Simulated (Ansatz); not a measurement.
Cl2F2H2O2W, SMILES `[OH][W]([OH])([F])([F])([Cl])[Cl]`, 9 atoms. Total charge 0; spin multiplicity 1. Correlated methods include outer-core shells of W, which these sets cover unevenly. W takes the def2 core potential. All runs use 4 threads of an Arm Neoverse V1 on a shared host. Correlated methods freeze the cores.

Give the basis size and wall time and peak host memory of each of these runs in Ansatz. RKS PBE0-D4/def2-QZVPP energy; RKS r2SCANh-D4/def2-TZVPP energy; RHF-MP2/def2-TZVPP energy; RHF-CCSD(T)/def2-SVP energy; RKS PBE0-D4/def2-TZVP frequencies; RKS BLYP-D4/def2-TZVPP energy; direct RPA on PBE orbitals/def2-TZVPP energy; RKS PBE0-D4/def2-SVP energy; RKS ωB97M-V/def2-SVP energy; RKS PBE0-D4/def2-TZVP relaxation (13 steps); RKS LC-ωPBE/def2-TZVPP energy; RKS ωB97M-V/def2-QZVPP energy. (An estimate is asked.)

Computed: Other jobs shared the machine, so times are rough.

```
                                level                    job  functions  wall time  peak host memory (GiB)
                 RKS PBE0-D4/def2-SVP                 energy        134        3 s                    0.63
               RKS BLYP-D4/def2-TZVPP                 energy        292      4.7 s                     0.5
               RKS LC-ωPBE/def2-TZVPP                 energy        292      5.5 s                    0.69
                   RHF-MP2/def2-TZVPP                 energy        292      9.5 s                    0.93
                 RKS ωB97M-V/def2-SVP                 energy        134       13 s                    0.63
            RKS r2SCANh-D4/def2-TZVPP                 energy        292       13 s                     1.1
direct RPA on PBE orbitals/def2-TZVPP                 energy        292       21 s                    0.96
               RKS PBE0-D4/def2-QZVPP                 energy        509       26 s                     2.6
                 RHF-CCSD(T)/def2-SVP                 energy        134       41 s                     1.1
               RKS ωB97M-V/def2-QZVPP                 energy        509       44 s                     3.1
                RKS PBE0-D4/def2-TZVP  relaxation (13 steps)        250       99 s                    0.94
                RKS PBE0-D4/def2-TZVP            frequencies        250    5.1 min                    0.94
```

LC-ωPBE has ω = 0.4 bohr⁻¹.
